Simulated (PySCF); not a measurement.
F6Te, SMILES F[Te](F)(F)(F)(F)F (connectivity only; charge and spin as stated), charge -1, multiplicity 2.

Geometry optimised at PBE-D3(BJ)/def2-SVPD. The spin state was assumed, not searched. The def2 effective core potentials stand for the cores of Te; spin–orbit coupling is left out.

Level of theory: PySCF with B3LYP/def2-SVPD.

Gas-phase values at a fixed geometry.

* **total energy**: -866.86267 hartree
* **point group**: Oh
* **α spin, highest occupied and lowest empty level**: -3.51 and 3.26 eV
* **β spin, highest occupied and lowest empty level**: -6.45 and -1.40 eV
* **dipole moment about the centre of nuclear charge**: 0.00 D
* **mean static polarisability**: 60.7 bohr³ (9.00 Å³)
* **polarisability, principal values**: 60.7, 60.7, 60.7 bohr³
* **⟨S²⟩**: 0.755 (pure state 0.75)
